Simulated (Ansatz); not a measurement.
`[SiH3]/C=C/Cl` + H₂O → `O/C=C/[SiH3]` + HCl at 500 K and 1 bar (formal hydrolysis of a C–Cl bond).

Computed with Ansatz on PBE0-D4/def2-TZVP structures; ΔE is electronic, products minus reactants. CCSD(T)/CBS is the MP2 limit (def2-TZVPP, def2-QZVPP) plus CCSD(T) − MP2 in def2-TZVPP, frozen cores. This one scheme is used for every species. Double bonds are as drawn, so ΔE can hold a change between cis and trans. Each species was taken in one conformer, which may not be the lowest.

```csv
species,CCSD(T)/CBS energy (Eh),H − E (kJ/mol),S (J/(mol·K))
`[SiH3]/C=C/Cl`,-827.94021,191.9,373.0
H₂O,-76.37941,73.2,206.3
`O/C=C/[SiH3]`,-443.93797,230.3,366.0
HCl,-460.38127,32.5,201.9
```

H − E and S are ideal-gas, rigid-rotor, harmonic terms from PBE0-D4/def2-TZVP, for one conformer and one mirror image of each species. 1 Eh = 2625.50 kJ/mol, R = 8.31446 J/(mol·K).

Problem. By hand: ΔE, ΔH, ΔS and ΔG.

Solution. ΔE = (-443.93797) + (-460.38127) − (-827.94021) − (-76.37941) = 0.00038 Eh = 1.0 kJ/mol. Δ(H − E) = 230.3 + 32.5 − 191.9 − 73.2 = -2.3, so ΔH = -1.3 kJ/mol. ΔS = 366.0 + 201.9 − 373.0 − 206.3 = -11.4 J/(mol·K). ΔG = -1.3 − 500 × (-11.4)/1000 = 4.4 kJ/mol.

Problem. By hand: the equilibrium constant, and the temperature at which ΔG would vanish if ΔH and ΔS stayed fixed.

Solution. log₁₀ K = −ΔG/(RT ln 10) = -0.5. ΔG = 0 at ΔH/ΔS = 114 K, though so small a ΔH makes that figure unsure.

TΔS isn't small against ΔH here. The sign of ΔG lies within the doubt. A doubt of 5 kJ/mol in ΔE shifts log₁₀ K by 0.5 here. Other conformers and mirror images would add mixing entropy, several J/(mol·K) or more a flexible species. These are equilibria of isolated gas molecules and say nothing of rates. Largest T1 diagnostic: 0.013 (customary marks: 0.02 for closed shells, 0.045 for open ones).
